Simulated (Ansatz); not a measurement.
Program: Ansatz. Geometries: PBE0-D4/def2-TZVP. ΔE: electronic, gas phase. CBS: MP2 limit from def2 TZ/QZ plus the TZ coupled-cluster correction, frozen cores. Functionals use def2-TZVPP. B3LYP here is the variant with VWN-RPA as its local correlation; programs differ in this. def2 core potentials past Kr. For Sb outer-core shells are correlated without core-valence functions, which leaves a few kJ/mol of doubt a bond. One conformer a species, not always the lowest.

`N[SiH2][SbH][OH]` + `BOC` → `BO[SiH2]N` + `[CH3][SbH][OH]`  (redistribution)

CCSD(T)/CBS gives -1.69 eV.

**Question.** Another level gave -1.71 eV. Which?
A. B3LYP-D4/def2-TZVPP
B. PBE0/def2-TZVPP
C. CCSD/def2-TZVPP
D. HF/def2-TZVPP

**Answer.** C. CCSD/def2-TZVPP -1.71, PBE0 -1.50, B3LYP-D4 -1.57, HF/def2-TZVPP -1.77 eV.

Largest T1 diagnostic among the species: 0.014.

From PBE to PBE0 (25 % exact exchange), in def2-TZVPP and without D4, ΔE moves by −0.09 eV.
